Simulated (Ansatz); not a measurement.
Basis sets compared for Zn4Br8⁻. Charge -1, multiplicity 2. Geometry PBE-D4/def2-SVP. Ansatz on 2 threads of AMD EPYC 7R13 on a shared host and a share (18 GiB) of an NVIDIA H100 80GB HBM3; times are rough, and most runs start from earlier orbitals.

Cartesian coordinates in Å:
```
Zn 0.6599 1.9527 0.9284
Zn -1.5892 -0.4425 -1.7493
Zn -1.9716 -1.0083 1.1977
Zn 1.9385 -1.0398 0.5283
Br -0.0960 -2.1500 -0.5194
Br 2.1800 1.0376 -0.8043
Br 3.6757 -2.5192 0.9039
Br 0.8575 4.0943 1.7783
Br -3.6528 -1.4544 -0.8236
Br 0.7427 -0.0208 2.5194
Br -1.6483 1.4764 -0.0246
Br -1.0963 0.0739 -3.9346
```

Single mean-field runs in def2-TZVP are fitted with def2-universal-jkfit. Another isomer (doublet) lies 0.07 eV lower at PBE0-D4/def2-TZVP; other spin states weren't run for this one.

| level | functions | energy (Eh) | HOMO (eV) | LUMO (eV) | wall time |
| --- | --- | --- | --- | --- | --- |
| PBE-D4/def2-SVP | 380 | -27703.8064 | -1.84 | -1.01 | 8.5 s |
| PBE0-D4/def2-SVP | 380 | -27704.6548 | -2.83 | -0.23 | 10 s |

Question: Estimate the rows for PBE-D4/def2-TZVP (with forces), PBE0-D4/def2-TZVP.

Answer: 
```tsv
level	functions	energy (Eh)	HOMO (eV)	LUMO (eV)	wall time
PBE-D4/def2-TZVP (with forces)	576	-27707.3580	-2.17	-1.34	14 s
PBE0-D4/def2-TZVP	576	-27708.1638	-3.07	-0.47	12 s
```
